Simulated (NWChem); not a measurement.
System: C₄H₇F; SMILES C/C=C(\C)F

NWChem input:

```
start job
memory heap 200 mb stack 900 mb global 1100 mb
geometry units angstroms noautoz
  C      0.030235     2.056738     0.000000
  C      0.680577     0.714096     0.000000
  C      0.072286    -0.473617     0.000000
  C     -1.374443    -0.810121     0.000000
  F      0.833993    -1.583193     0.000000
  H      0.332477     2.643796     0.883394
  H     -1.067208     1.999408     0.000000
  H      0.332477     2.643796    -0.883394
  H      1.775410     0.681808     0.000000
  H     -1.622493    -1.416418     0.886088
  H     -1.622493    -1.416418    -0.886088
  H     -2.005751     0.086113     0.000000
end
basis spherical
  * library def2-tzvp
end
dft
  xc xpbe96 cpbe96
  iterations 150
  semidirect filesize 400000000
  mulliken
end
task dft energy
```

Output (shortened):

```
             Northwest Computational Chemistry Package (NWChem) 7.3.0
             --------------------------------------------------------

 CS  symmetry detected

                             Geometry "geometry" -> ""
                             -------------------------

 Output coordinates in angstroms (scale by  1.889725989 to convert to a.u.)

  No.       Tag          Charge          X              Y              Z
 ---- ---------------- ---------- -------------- -------------- --------------
    1 C                    6.0000     0.02322728     2.05940237     0.00000000
    2 C                    6.0000     0.67682756     0.71834349     0.00000000
    3 C                    6.0000     0.07142236    -0.47084306     0.00000000
    4 C                    6.0000    -1.37448528    -0.81085901     0.00000000
    5 F                    9.0000     0.83582139    -1.57856621     0.00000000
    6 H                    1.0000     0.32404290     2.64719254     0.88339400
    7 H                    1.0000    -1.07407328     1.99940773     0.00000000
    8 H                    1.0000     0.32404290     2.64719254    -0.88339400
    9 H                    1.0000     1.77173574     0.68871406     0.00000000
   10 H                    1.0000    -1.62106233    -1.41775654     0.88608800
   11 H                    1.0000    -1.62106233    -1.41775654    -0.88608800
   12 H                    1.0000    -2.00796765     0.08383940     0.00000000

 Effective nuclear repulsion energy (a.u.)     173.4163062744

      Symmetry information
      --------------------

 Group name             Cs
 Group number              2
 Group order               2
 No. of unique centers    10

  pbe96 is a nonlocal functional; adding pw91lda local functional.

                                 NWChem DFT Module
                                 -----------------

 Summary of "ao basis" -> "ao basis" (spherical)
 ------------------------------------------------------------------------------
       Tag                 Description            Shells   Functions and Types
 ---------------- ------------------------------  ------  ---------------------
 C                         def2-tzvp                11       31   5s3p2d1f
 F                         def2-tzvp                11       31   5s3p2d1f
 H                         def2-tzvp                 4        6   3s1p

      Symmetry analysis of basis
      --------------------------

        a'        132
        a"         65

            General Information
            -------------------
          SCF calculation type: DFT
          Wavefunction type:  closed shell.
          No. of atoms     :    12
          No. of electrons :    40
           Alpha electrons :    20
            Beta electrons :    20
          Charge           :     0
          Spin multiplicity:     1
          Use of symmetry is: on ; symmetry adaption is: on
          Maximum number of iterations: 150
          AO basis - number of functions:   197
                     number of shells:    83
          Convergence on energy requested:  1.00D-06
          Convergence on density requested:  1.00D-05
          Convergence on gradient requested:  5.00D-04

              XC Information
              --------------
          PerdewBurkeErnzerhof Exchange Functional  1.000
            Perdew 1991 LDA Correlation Functional  1.000 local
           PerdewBurkeErnz. Correlation Functional  1.000 non-local

             Grid Information
             ----------------
          Grid used for XC integration:  medium
          Radial quadrature: Mura-Knowles
          Angular quadrature: Lebedev.
          Tag              B.-S. Rad. Rad. Pts. Rad. Cut. Ang. Pts.
          ---              ---------- --------- --------- ---------
          C                   0.70       49          11.0       434
          F                   0.50       49          12.0       434
          H                   0.35       45          12.0       434
          Grid pruning is: on
          Number of quadrature shells:   470
          Spatial weights used:  Erf1

      Superposition of Atomic Density Guess
      -------------------------------------

 Sum of atomic energies:        -253.60205558

      Non-variational initial energy
      ------------------------------

 Total energy =    -256.520853
 1-e energy   =    -688.115304
 2-e energy   =     258.178145
 HOMO         =      -0.263501
 LUMO         =       0.049533

      Symmetry analysis of molecular orbitals - initial
      -------------------------------------------------

  Numbering of irreducible representations:

     1 a'          2 a"

  Orbital symmetries:

     1 a'          2 a'          3 a'          4 a'          5 a'
     6 a'          7 a'          8 a'          9 a'         10 a'
    11 a'         12 a"         13 a'         14 a"         15 a'
    16 a"         17 a'         18 a'         19 a'         20 a"
    21 a"         22 a'         23 a'         24 a'         25 a'
    26 a"         27 a'         28 a"         29 a'         30 a'

------------------------------------------------------------
EAF file 0: "./job.aoints.0" size=440401920 bytes
------------------------------------------------------------
               write      read    awrite     aread      wait
               -----      ----    ------     -----      ----
     calls:      840         0         0         0         0
   data(b): 4.40e+08  0.00e+00  0.00e+00  0.00e+00
   time(s): 0.00e+00  0.00e+00  0.00e+00  0.00e+00  0.00e+00
rate(mb/s): 0.00e+00  0.00e+00
------------------------------------------------------------

     ---------------------------------------------
      Total Density - Mulliken Population Analysis
     ---------------------------------------------

[...]
```

Level: PBE/def2-TZVP. The geometry was optimised at PBE0/def2-SVP.
